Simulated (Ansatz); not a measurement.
Ansatz (a program for electronic structure) input (SVWN5/def2-TZVPD):

Ansatz 0.2 input:
```yaml
crystal:
  periodic: [false, false, false]
  atoms:
    - {symbol: C, position_ang: [-0.86760360, 1.59371375, -1.19011520]}
    - {symbol: Ge, position_ang: [-0.14949652, 0.11122006, -0.37622809]}
    - {symbol: C, position_ang: [1.58625197, -0.50701631, -1.10616937]}
    - {symbol: C, position_ang: [-1.36534484, -1.44510590, -0.21065123]}
    - {symbol: Cl, position_ang: [0.57384788, 0.07605532, 1.97105361]}
    - {symbol: H, position_ang: [-1.84887687, 1.90831007, -0.83610342]}
    - {symbol: H, position_ang: [-0.19147389, 2.43507324, -1.33896154]}
    - {symbol: H, position_ang: [1.99299791, -1.29888368, -0.47779628]}
    - {symbol: H, position_ang: [1.45723006, -0.87395377, -2.12663821]}
    - {symbol: H, position_ang: [2.29212666, 0.32463233, -1.11980487]}
    - {symbol: H, position_ang: [-1.60159969, -1.84612461, -1.19858546]}
    - {symbol: H, position_ang: [-2.29279312, -1.13256721, 0.27126550]}
    - {symbol: H, position_ang: [-0.89895747, -2.21801777, 0.39962658]}
basis:
  gaussian:
    orbitals: def2-TZVPD
hamiltonian:
  xc: {name: SVWN5}
total_charge: -1
output: {forces: true}
```

Output:

```
Functional definition: SVWN5
integrals: 0.31 GiB planned
1583 factors; their error is unknown
0.19 GiB of the device are held for the grids
1.67 GiB of device memory are held for the factors and their scratch space
mean field: 1.70 GiB planned
mean field evaluation 1: about -72107.4540 eV, gradient 1.0e2 eV
mean field evaluation 2: about -72045.5919 eV, gradient 1.6e2 eV
mean field evaluation 4: about -72127.3043 eV, gradient 2.7e1 eV
mean field evaluation 8: about -72129.1095 eV, gradient 2.8e-1 eV
mean field evaluation 16: about -72129.0643 eV, gradient 4.9e-3 eV
mean field -72129.06430254 eV, -2650.6942222826 hartree, gradient 2.4e-5 eV, S^2 0.000000; 0 other end points of the search recorded, 0 dependent functions left out
the calculation of the forces begins
reference -72129.06436642 eV, -2650.6942246301 hartree; 38, 38 occupied and 245, 245 virtual orbitals, 1583 factors
Total energy: -72129.06436642 eV, -2650.6942246301 hartree
Atom 0 at    -0.867604     1.593714    -1.190115 Å, force     0.253356    -0.623408     0.182009 eV/Å
Atom 1 at    -0.149497     0.111220    -0.376228 Å, force     0.028851    -0.189086    -0.102981 eV/Å
Atom 2 at     1.586252    -0.507016    -1.106169 Å, force    -0.594685     0.212126     0.231567 eV/Å
Atom 3 at    -1.365345    -1.445106    -0.210651 Å, force     0.406977     0.530479    -0.072339 eV/Å
Atom 4 at     0.573848     0.076055     1.971054 Å, force    -0.090519    -0.021155    -0.320506 eV/Å
Atom 5 at    -1.848877     1.908310    -0.836103 Å, force    -0.315811     0.051978     0.102665 eV/Å
Atom 6 at    -0.191474     2.435073    -1.338962 Å, force     0.238123     0.228032    -0.065400 eV/Å
Atom 7 at     1.992998    -1.298884    -0.477796 Å, force     0.087081    -0.230127     0.245872 eV/Å
Atom 8 at     1.457230    -0.873954    -2.126638 Å, force    -0.085767    -0.088603    -0.284333 eV/Å
Atom 9 at     2.292127     0.324632    -1.119805 Å, force     0.177695     0.269427     0.017823 eV/Å
Atom 10 at    -1.601600    -1.846125    -1.198585 Å, force    -0.039399    -0.073866    -0.298401 eV/Å
Atom 11 at    -2.292793    -1.132567     0.271265 Å, force    -0.254667     0.132012     0.149002 eV/Å
Atom 12 at    -0.898957    -2.218018     0.399627 Å, force     0.188764    -0.197809     0.215022 eV/Å
Dipole moment:     0.086548    -0.541533    -0.282019 e Å
```

It need not be the lowest isomer of its formula. Whether it binds its extra electron was not tested at this geometry.
